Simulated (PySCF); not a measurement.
# Spin states of TlTe

Unrestricted PBE0; basis Tl cc-pVDZ-PP with ECP60, Te cc-pVDZ-PP with ECP28; scalar-relativistic core potentials; PySCF 2.14. Outer shells of the fragments: Tl 5d10 6s2 6p1; Te 4d10 5s2 5p4.

Followed along the bond (rough minima from three points):

```tsv
2Ms+1	unpaired	⟨S²⟩ at the start	R at minimum (Å)	Te (eV)
2	π ↑	0.75	2.93	0.00
2	σ ↑	0.76	2.72	0.28
4	σ ↑, π ↑↑	3.76	none in the scan	≤ 2.49
```

Solutions found at the starting distance of 2.750 Å, counted from the lowest of them; the search is not exhaustive and high or unbound solutions are not listed, so other states can lie among these:

| 2Ms+1 | unpaired | term | E (eV) | ⟨S²⟩ | ⟨Lz²⟩ | μ (D) |
| --- | --- | --- | --- | --- | --- | --- |
| 2 | π ↑ | ²Π | 0.00 | 0.75 | 1.01 | -2.57 |
| 2 | σ ↑ | ²Σ⁺ | 0.19 | 0.76 | 0.00 | -4.07 |
| 4 | σ ↑, π ↑↑ | mixed | 2.62 | 3.76 | 2.01 | 0.80 |
| 4 | σ ↑, π ↑↑ | mixed | 2.79 | 3.76 | 2.01 | 0.72 |
| 2 | σ ↑, π ↑↓ | mixed | 2.98 | 1.76 | 2.01 | 0.85 |
| 2 | σ ↓, π ↑↑ | mixed | 3.04 | 1.76 | 2.01 | 0.91 |
| 4 | π ↑↑↑ | ⁴Π | 3.18 | 3.76 | 1.00 | 3.47 |
| 2 | π ↑↑↓ | mixed | 3.56 | 1.76 | 3.01 | 3.46 |
| 4 | σ ↑↑, π ↑ | ⁴Π | 4.42 | 3.75 | 1.01 | 1.62 |
| 4 | σ ↑, π ↑↑ | ⁴Σ⁻ | 4.99 | 3.75 | 0.00 | 4.09 |

A term symbol is given only where ⟨S²⟩ and ⟨Lz²⟩ are close to those of a pure state; real π, δ and φ orbitals otherwise mix terms. A positive dipole means Tl(−)Te(+).

Problem. Compare the gap between the two lowest followed solutions at the starting distance with the gap between their minima.

Solution. At PBE0 the second solution (doublet, unpaired electrons σ ↑) lies +0.19 eV from the first (doublet, unpaired electrons π ↑) at 2.750 Å and +0.28 eV at the minima; the two curves relax by different amounts, since their minima lie near 2.72 and 2.93 Å.

Spin–orbit coupling is left out, which matters for elements this heavy, above all for dissociation energies. Counting both spins, an empty level lies below a filled one in some of these solutions, because spin and occupation are held.
